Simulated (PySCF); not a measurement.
A calculated (M06-2X, PySCF 2.14, def2-SVP, no relativity, point nucleus) atom or ion has these occupied shells.

| shell | electrons | orbital energy (eV) | rms radius, mean of both spins (bohr) |
| --- | --- | --- | --- |
| 1s α | 1 | -12439.2 | 0.0521 |
| 1s β | 1 | -12438.9 | 0.0521 |
| 2s α | 1 | -1625.4 | 0.217 |
| 2s β | 1 | -1625.3 | 0.217 |
| 2p α | 3 | -1464.2 | 0.191 |
| 2p β | 3 | -1464.0 | 0.191 |
| 3s α | 1 | -244.82 | 0.626 |
| 3s β | 1 | -244.54 | 0.626 |
| 3p α | 3 | -188.64 | 0.641 |
| 3p β | 3 | -188.29 | 0.641 |
| 3d α | 5 | -87.053 | 0.692 |
| 3d β | 5 | -86.844 | 0.692 |
| 4s α | 1 | -41.097 | 1.87 |
| 4s β | 1 | -36.935 | 1.87 |
| 4p α | 2 | -28.822 | 2.15 |

**Question.** Name the element and its charge.

**Answer.** Se²⁺ (selenium, charge +2), in [Ar] 3d10 4s2 4p2, high-spin 3P determinant.
